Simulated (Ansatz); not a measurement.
Reaction (atomization): `[F][In]([F])[F]` → 3 F• + In•

Isolated molecules relaxed with PBE0-D4/def2-TZVP in Ansatz; ΔE leaves out vibrations. CCSD(T)/CBS adds triple-zeta CCSD(T) − MP2 to the extrapolated MP2 energy (def2 sets, frozen cores). This one scheme is used for every species, atoms too. Functionals use def2-TZVPP. Open shells (•) are unrestricted, without spin–orbit coupling. Spin–orbit coupling would lower the free atoms: a little for F; strongly for In. Elements past krypton have def2 core potentials. For In outer-core shells are correlated without core-valence functions, so the limit isn't a true one: a few kJ/mol of doubt a bond, and 10 to 20 or more in all where bonds break to atoms.

`[F][In]([F])[F]`:

Cartesian coordinates in Å:
```
F 1.646 0.979 0.113
In 0.000 0.000 0.000
F -0.323 -1.474 1.184
F -1.323 0.496 -1.297
```

```csv
level,ΔE (kJ/mol)
LDA (SPW92),1468.2
r2SCAN-D4,1223.2
r2SCANh-D4,1191.8
BHLYP-D4,1092.4
ωB97X-V,1231.0
B2PLYP,1195.3
BLYP,1209.4
HF/def2-TZVPP,772.0
```

Problem. What does CCSD(T)/CBS give? (Estimate.)

Solution. Ansatz gave: +1243.2 kJ/mol. The listed levels differ from it by 225.0, -20.0, -51.4, -150.8, -12.2, -47.9, -33.8, -471.2 kJ/mol.

Largest T1 diagnostic among the species: 0.018.

The D4 term adds +9.1 kJ/mol with B3LYP and +4.7 kJ/mol with PBE0; it sums over pairs of atoms, weighted by their polarisabilities, and B3LYP, whose exchange is more repulsive, gets the larger term. In def2-TZVPP, CCSD(T) changes the Hartree–Fock value by +408.3 kJ/mol (the triples alone add +36.5 kJ/mol) and MP2 by +491.3 kJ/mol; breaking electron pairs costs correlation energy, which Hartree–Fock lacks. At CCSD(T), def2-SVP lies −129.7 kJ/mol from the extrapolated value and def2-TZVPP −62.9 kJ/mol: correlation converges slowly with the basis, and small sets miss more of it in the bonded molecule than in its fragments.

B3LYP here is the variant with VWN-RPA as its local correlation; programs differ in this.

For atomizations the MP2-based limit and the directly extrapolated one differ by several kJ/mol either way, and by 10 to 25 for some Ge, Se and Sn compounds, so smaller differences from it don't rank the levels.
